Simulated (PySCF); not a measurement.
**Electron correlation in Ba³⁴⁺ (barium, charge +34)**

Starting occupation: [Ar] 3d4, 3d3/2 with m_j = -3/2, -1/2, +1/2, +3/2. Calculation: PySCF 2.14, in an uncontracted even-tempered set (16 s from 6.2 bohr⁻², ratio 2.8; 12 p from 8.1 bohr⁻², ratio 2.8; 8 d from 8.1 bohr⁻², ratio 2.8; 3 f from 27 bohr⁻², ratio 3); X2C-1e with screened-nucleus spin-orbit coupling, Gaussian nucleus. Frozen: [Ne]; 12 electrons correlated; the 74 highest virtual spinors left out.

MP2 pair energies summed by pair of shells (mhartree):

| pair | energy | share (%) |
| --- | --- | --- |
| 3p3/2-3p3/2 | -145.28 | 29.4 |
| 3d3/2-3p3/2 | -124.72 | 25.3 |
| 3d3/2-3d3/2 | -78.28 | 15.9 |
| 3p1/2-3p3/2 | -31.52 | 6.4 |
| 3p3/2-3s1/2 | -28.38 | 5.8 |
| 3d3/2-3s1/2 | -28.21 | 5.7 |
| 3d3/2-3p1/2 | -25.35 | 5.1 |
| 3p1/2-3s1/2 | -11.89 | 2.4 |
| 3s1/2-3s1/2 | -10.48 | 2.1 |
| 3p1/2-3p1/2 | -9.32 | 1.9 |

Total MP2 correlation energy: -493.42 mhartree.

At this charge the one-electron X2C treatment keeps the bare 1/r₁₂, with no two-electron picture change or Breit term. The effect here is smaller than on the frozen 1s shell.
